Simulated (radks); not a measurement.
Coulomb parameter of the 4d shell of the zirconium ion Zr+ in the model configuration [Kr] 4d2 5s1, as a second difference U = [E(n + 0.5) + E(n - 0.5) - 2 E(n)] / (0.5)^2 with all orbitals relaxed. "Bare": the charge of the atom changes with n. "Screened": the 5s shell takes up the change at fixed total charge, which measures U(4d,4d) + U(5s,5s) - 2 U(4d,5s). Method: scalar-relativistic Kohn-Sham, BLYP, spin-unpolarised, spherical densities, finite nucleus; Fermi nuclear charge, rms radius 4.2694 fm; computed with a radial shooting solver on a logarithmic mesh with Libxc functionals.

case	configuration	E - E(n) (eV)
start	[Kr] 4d2 5s1	0.000
bare +0.5	[Kr] 4d2.5 5s1	-3.870
bare -0.5	[Kr] 4d1.5 5s1	6.079
screened +0.5	[Kr] 4d2.5 5s0.5	0.158
screened -0.5	[Kr] 4d1.5 5s1.5	0.081

U(bare) = 8.837 eV, U(screened by 5s) = 0.956 eV, against the Slater integral F0(4d,4d) = 11.548 eV with frozen orbitals.
